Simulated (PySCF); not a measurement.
# How methods differ on the ionisation energy of Ir

Ir [Xe] 4f14 5d7 6s2 (4F) → Ir⁺ [Xe] 4f14 5d7 6s1 (5F), as a difference of total energies. Calculation: PySCF 2.14, in ANO-RCC-VTZP (8s7p5d3f1g, 84 functions); the spin-free X2C one-electron Hamiltonian (Gaussian nucleus). Correlated levels: valence: [Xe] 4f14 frozen; valence and next inner shell: [Kr] 4d10 4f14 frozen. The calculations carry no spin-orbit coupling.

```tsv
method	ionisation energy (eV)
UHF	7.035
LDA	9.439
PBE	9.014
PBE0	8.703
r2SCAN	8.779
MP2 (valence)	8.613
SCS-MP2 (valence)	8.759
MP2 (valence and next inner shell)	8.813
SCS-MP2 (valence and next inner shell)	8.854
```

How much does correlation contribute at MP2 (valence and next inner shell)?

8.813 − (7.035) = 1.778 eV, measured against UHF.

Errors of the correlated levels include the incompleteness of this basis and the frozen core.

For comparison: 8.926 eV (measured; NIST levels, between the centres of gravity of the two terms).
